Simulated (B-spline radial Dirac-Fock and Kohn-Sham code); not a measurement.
# Dipole and non-dipole photoemission parameters of Ir 4s

System: the free iridium atom in the configuration [Xe] 4f14 5d7 6s2; threshold 691.1 eV (tabulated edge). Calculated with a B-spline atomic structure program, using Dirac-Hartree-Slater photoionisation with a Latter tail; cross sections with all multipoles, angular parameters from the dipole term and its interference with E2.

The run's input, task.json:

```json
{"items": [{
  "Z": 77,
  "q": 0,
  "cfg": [[1, 0, 2], [2, 0, 2], [2, 1, 6], [3, 0, 2], [3, 1, 6], [3, 2, 10], [4, 0, 2], [4, 1, 6], [4, 2, 10], [4, 3, 14], [5, 0, 2], [5, 1, 6], [5, 2, 7], [6, 0, 2]],
  "A": 193,
  "rrms": 5.4032,
  "do": "xps",
  "hv": [55.3, 72.8, 110.0, 185.0, 208.0, 283.0, 336.0, 400, 639.0, 800, 1000, 1253.6, 1670.0, 2000, 2090.0, 2690.0, 2984.4, 3090.0, 3370.0, 3460.0, 5650.0, 6000, 6310.0, 6560.0, 7450.0, 9300.0, 9530.0, 9820.0, 10200.0, 12000],
  "edges": {"K": 76111.0, "L1": 13419.0, "L2": 12824.0, "L3": 11215.0, "M1": 3174.0, "M2": 2909.0, "M3": 2551.0, "M4": 2116.0, "M5": 2040.0, "N1": 691.1, "N2": 577.8, "N3": 495.8, "N4": 311.9, "N5": 296.3, "N6": 63.8, "N7": 60.8, "O1": 95.2, "O2": 63.0}
}]}
```

Run with: `python xray2_run.py task.json out`

For linearly polarised light dσ/dΩ = σ/(4π) [1 + β P₂(cos θ) + (δ + γ cos²θ) sin θ cos φ], with θ from the polarisation vector and φ the angle between the beam and the projection of the electron momentum on the plane normal to the polarisation.

| hν (eV) | σ (kb) | β | γ |
| --- | --- | --- | --- |
| 800 | 51.9 | 1.756 | 0.672 |
| 1000 | 42.0 | 1.813 | 0.694 |
| 1253.6 | 32.5 | 1.851 | 0.666 |
| 1670 | 22.3 | 1.881 | 0.579 |
| 2000 | 17.2 | 1.894 | 0.503 |
| 2090 | 16.2 | 1.897 | 0.483 |
| 2690 | 11.0 | 1.911 | 0.355 |
| 2984.4 | 9.26 | 1.915 | 0.296 |
| 3090 | ? | ? | ? |
| 3370 | 7.57 | 1.920 | 0.226 |
| 3460 | 7.24 | 1.921 | 0.211 |
| 5650 | 3.08 | 1.934 | -0.049 |
| 6000 | 2.76 | 1.935 | -0.074 |
| 6310 | 2.52 | 1.936 | -0.094 |
| 6560 | 2.34 | 1.937 | -0.107 |
| 7450 | 1.85 | 1.939 | -0.143 |
| 9300 | 1.21 | 1.942 | -0.169 |
| 9530 | 1.16 | 1.942 | -0.169 |
| 9820 | 1.09 | 1.943 | -0.167 |
| 10200 | 1.02 | 1.943 | -0.163 |
| 12000 | 0.739 | 1.945 | -0.125 |

**Question.** Give the values at 3090 eV.

**Answer.** σ = 8.75 kb, β = 1.917, γ = 0.276. For an s subshell δ is negligible.
